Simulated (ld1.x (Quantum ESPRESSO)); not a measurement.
As: TM pseudisation with PBE, scalar-relativistic reference atom.

* Element: arsenic (As)
* Generator: ld1.x (Quantum ESPRESSO) 7.5
* Type: norm-conserving Troullier–Martins (Kleinman–Bylander form)
* Functional: PBE
* Relativity: scalar-relativistic
* Frozen core: [Ar] 3d10
* Valence charge: 5
* Reference configuration: 4s2 4p3
* Partial waves: 4s (bound): rc 1.55 bohr; 4p (bound): rc 2.00 bohr; 4d channel at 0.35 Ry: rc 1.80 bohr
* Local potential: all-electron potential smoothed inside 1.80 bohr (lloc = -2)
* Core correction: none

Calculated quality:

```json
{"Cutoffs needed": "35 Ry and 50 Ry (the cutoffs (Ry, on a coarse ladder) from which the occupation-weighted sum of valence levels, in a spherical-Bessel basis at the reference potential, stays within 10 and 1 mRy of its value at 400 Ry)", "Ghost test": "ghost state, extra bound levels that the all-electron valence spectrum of the same l lacks: d at -7044.1 eV; a true bound ghost makes a file unfit for plane-wave use (spherical-Bessel basis up to 400 Ry, 20 bohr box)", "Largest excitation error": "+110 meV (all-electron minus pseudo) for 4s1 4p0, out of 7 test configurations"}
```

Generation and tests took about 1.5 s on one core of a shared server CPU.
